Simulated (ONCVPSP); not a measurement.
Al (Z = 13): excitation energies, all-electron against ONCV

```json
{
 "Element": "Al",
 "Generator": "ONCVPSP 4.0.1",
 "Type": "optimised norm-conserving Vanderbilt (ONCV)",
 "Functional": "PBE",
 "Relativity": "scalar-relativistic",
 "Frozen core": "[Ne]",
 "Valence charge": "3",
 "Reference configuration": "3s2 3p1",
 "Partial waves": "3s: rc 1.75 bohr, ncon 4, nbas 8, qcut 3.5 1/bohr, 3 projectors, debl 3.9 Ha; 3p: rc 1.85 bohr, ncon 4, nbas 7, qcut 5.1 1/bohr, 1 projector",
 "Local potential": "polynomial inside 1.25 bohr (lpopt 4, dvloc0 0 Ha)",
 "Core correction": "Teter function, fcfact 3, rcfact 1.3"
}
```

Energies are relative to the spin-unpolarised reference configuration 3s2 3p1; without spin polarisation the order of configurations can differ from experiment.

| valence configuration | charge | ΔE all-electron (eV) | error AE − PS (meV) |
| --- | --- | --- | --- |
| 3s2 3p0 | +1 | 5.761 | -0.9 |
| 3s2 3p0.5 | +0.5 | 2.086 | -0.1 |
| 3s0 3p3 | 0 | 10.451 | +15 |

Q: What are ΔE and the potential's error for 3s1 3p0?

A: ΔE = 24.987 eV all-electron; the error (AE − PS) is +12 meV.
